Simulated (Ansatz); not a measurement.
**Strength of the O–Si bond: Si2H6O4 → SiH2(OH)O + SiH(OH)2**

Species: Si2H6O4 `O[SiH2]O[SiH](O)O`, singlet; SiH2(OH)O, doublet; SiH(OH)2, doublet. 

Shapes, held fixed at every level: PBE0-D4/def2-TZVP. Flexible molecules stand in one conformer, not always the lowest. Programs: Ansatz 0.2.0. Electronic energies: no zero-point or thermal term.

```
               level                    kind  ΔE (kJ/mol)  less CCSD(T)/CBS estimate
       HF/def2-TZVPP            Hartree–Fock       +482.8                     -137.4
  PBE0-D4/def2-TZVPP           global hybrid       +579.2                      -41.0
  wB97M-V/def2-TZVPP  range-separated hybrid       +608.1                      -12.1
  wB97X-V/def2-TZVPP  range-separated hybrid       +599.7                      -20.5
   B2PLYP/def2-TZVPP           double hybrid       +590.8                      -29.4
      MP2/def2-TZVPP     perturbation theory       +641.6                      +21.4
     CCSD/def2-TZVPP   coupled cluster or CI       +597.8                      -22.4
CCSD(T)/CBS estimate   coupled cluster or CI       +620.2                        0.0
```

The highest level, CCSD(T)/CBS estimate, gives ΔE = +620.2 kJ/mol; the levels span +482.8 to +641.6. The column of differences is taken from that level and isn't an error. Hartree–Fock misses the correlation of the pair that is broken and comes out low. No measured value is set beside it here. Open shells run unrestricted unless RO is named. The CBS estimate extrapolates MP2 from def2-TZVPP and def2-QZVPP and adds CCSD(T) − MP2 in the triple-zeta set, cores frozen.
